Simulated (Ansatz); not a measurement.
Reaction (formal exchange of groups at a C–C bond): `Cc1cscn1` + `C#N` → `N#Cc1cscn1` + CH₄

Program: Ansatz. Geometries: PBE0-D4/def2-TZVP. ΔE: electronic, gas phase. CBS: MP2 limit from def2 TZ/QZ plus the TZ coupled-cluster correction, frozen cores. This one scheme is used for every species. DFT in def2-TZVPP.

Problem. Is it downhill or uphill in electronic energy at CCSD(T)/CBS, and by how much? (Estimate.)

Solution. The calculation gave: Downhill: ΔE = -16.5 kJ/mol.

Problem. What do these levels give: LDA (SPW92), r2SCANh-D4, r2SCAN0-D4, CAM-B3LYP-D4, ωB97X-V, ωB97M-V, PBE-QIDH, r2SCAN0, HF/def2-TZVPP, MP2/def2-TZVPP, SCS-MP2/def2-TZVPP, MP2/CBS(def2)? (Estimate.)

Solution. The calculation gave: LDA (SPW92) -29.5, r2SCANh-D4 -28.2, r2SCAN0-D4 -25.9, CAM-B3LYP-D4 -23.7, ωB97X-V -19.8, ωB97M-V -19.6, PBE-QIDH -23.1, r2SCAN0 -26.1, HF/def2-TZVPP -17.6, MP2/def2-TZVPP -23.9, SCS-MP2/def2-TZVPP -22.2, MP2/CBS(def2) -21.1 kJ/mol.

Largest T1 diagnostic among the species: 0.015.

From BLYP to BHLYP (50 % exact exchange), in def2-TZVPP and without D4, ΔE moves by +8.8 kJ/mol. At CCSD(T), def2-SVP lies −6.7 kJ/mol from the extrapolated value and def2-TZVPP −2.8 kJ/mol.
